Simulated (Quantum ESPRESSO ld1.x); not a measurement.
All-electron atom: He in 1s(up 1, down 1).

Method: scalar-relativistic Kohn-Sham, LDA (Slater exchange, Perdew-Wang correlation), spin-polarised, spherical densities, point nucleus; computed with ld1.x of Quantum ESPRESSO 7.5.

Energy parts (eV):
part                   energy
total                  -77.13
kinetic                 75.31
electron-nucleus      -180.29
Hartree                 54.31
exchange-correlation   -26.47

Orbitals (lengths in bohr, moments of r in powers of bohr; <r^-3> diverges for s and p1/2):
orbital  occ.  eigenvalue (eV)  <r^4>  <r^-3>
1s          2         -15.5179  4.831       -

The highest occupied level is 1s at -15.518 eV. For comparison, the ionisation energy in NIST's Atomic Spectra Database is 24.587 eV (measured). In exact Kohn-Sham theory the highest level is minus the ionisation energy, but local and semilocal functionals leave it too shallow, through self-interaction and a potential that decays too fast; potentials with the right tail come closer. Summed over all electrons, <r^2> = 2.574 bohr^2, which gives a Langevin (diamagnetic) susceptibility term of -2.04 x 10^-6 cm^3/mol. The density falls to 0.001 e/bohr^3 at r = 2.57 bohr.
